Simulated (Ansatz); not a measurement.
Complex (SMILES): F (HF) with Cl (HCl), atoms 1 to 2 the first; geometry from B3LYP-D3(BJ)/def2-TZVP, monomers rigid:
```xyz
4

F     -0.1993     0.2587    -0.2561
H     -0.6953    -0.4360     0.1164
Cl    -1.4096    -2.1732     1.4289
H     -0.3348    -2.0986     2.1286
```

Interaction energy at HF with Ansatz (a program for electronic structure), kcal/mol, without and with the counterpoise correction (monomers among the partner's ghost functions). Cartesian d functions, on some or all atoms, in 6-31G**, 6-31+G*; all else is spherical. No added dispersion term, no relativity. Reference, counterpoise-corrected: the value in aug-cc-pV(5+d)Z, -1.46.

| basis | functions | uncorrected | counterpoise | counterpoise correction | mean of both |
|---|---|---|---|---|---|
| STO-3G | 16 | -0.53 | 1.27 | 1.80 | 0.37 |
| pcseg-0 | 26 | -2.96 | -1.61 | 1.35 | -2.28 |
| def2-SVP | 42 | -3.18 | -1.89 | 1.28 | -2.53 |
| pcseg-1 | 42 | -1.44 | -0.83 | 0.61 | -1.13 |
| 6-31G** | 44 | -1.25 | -0.89 | 0.36 | -1.07 |
| 6-31+G* | 46 | -1.46 | -1.11 | 0.35 | -1.29 |
| cc-pV(D+d)Z | 47 | -1.86 | -1.12 | 0.74 | -1.49 |
| pcseg-2 | 92 | -1.46 | -1.33 | 0.13 | -1.39 |
| jun-cc-pV(T+d)Z | 115 | -1.49 | -1.42 | 0.07 | -1.45 |
| 6-311++G(3df,3pd) | 122 | -1.70 | -1.32 | 0.38 | -1.51 |
| cc-pV(5+d)Z | 301 | -1.50 | -1.46 | 0.04 | -1.48 |
| aug-cc-pV(5+d)Z | 423 | -1.47 | -1.46 | 0.01 | -1.46 |

The corrected value lies nearer the reference in 6 of 12 rows.
